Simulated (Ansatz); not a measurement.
CHOS (SMILES O=C=[SH+]), charge +1, singlet, geometry from GFN2-xTB; B3LYP/6-31G* (Ansatz, a quantum-chemistry and plane-wave program).

Input for Ansatz:
Ansatz 0.2 input:
```yaml
crystal:
  periodic: [false, false, false]
  atoms:
    - {symbol: O, position_ang: [1.65943916, -0.41995957, 0.20770173]}
    - {symbol: C, position_ang: [0.57320951, -0.15369142, 0.08329200]}
    - {symbol: S, position_ang: [-0.95546310, 0.29395335, -0.18938823]}
    - {symbol: H, position_ang: [-1.42736083, -0.42142851, 0.86884578]}
basis:
  gaussian:
    orbitals: 6-31G*
    final_grid: {core_spheres: 14, valence_spheres: 28, degree: 59}
hamiltonian:
  xc: b3lyp
total_charge: 1
```

### Question
Write the output that Ansatz gives for this input, abridged.

### Answer

```
Functional definition: B3LYP
471 factors; integrals over basis functions are off by at most 8.5e-4 eV
mean field evaluation 1: about -13915.4715 eV, gradient 7.1e1 eV
mean field evaluation 2: about -13856.4876 eV, gradient 1.7e2 eV
mean field evaluation 4: about -13925.1644 eV, gradient 2.0e1 eV
mean field evaluation 8: about -13926.0194 eV, gradient 1.8e-1 eV
mean field evaluation 16: about -13926.0195 eV, gradient 9.8e-6 eV
mean field -13926.01947458 eV, -511.7717762959 hartree, gradient 9.8e-6 eV, S^2 0.000000; 0 other end points of the search recorded, 0 dependent functions left out
reference -13926.01963335 eV, -511.7717821305 hartree; 15, 15 occupied and 36, 36 virtual orbitals, 471 factors
Total energy: -13926.01963335 eV, -511.7717821305 hartree
```
